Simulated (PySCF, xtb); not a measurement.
AlCl₃H₃N, SMILES [NH3]->[Al]([Cl])([Cl])[Cl] (connectivity only; charge and spin as stated), neutral, multiplicity 1.

xtb with GFN2-xTB at its own geometry gives an orbital gap of 6.96 eV and a dipole moment of 5.74 D.

Geometry: B3LYP-D3(BJ)/def2-SVP. The geometry has at least one imaginary mode, so it is a saddle point at that level. The isomer is the one that the SMILES or the coordinates give; other isomers of the formula were not compared. Other conformers were not sampled.

Q: What does PBE0/def2-TZVP (PySCF) give? (The exact figures need the calculation; the answer reports its results.)

A: gap 7.98 eV (levels -8.52 and -0.54 eV), dipole 6.20 D.
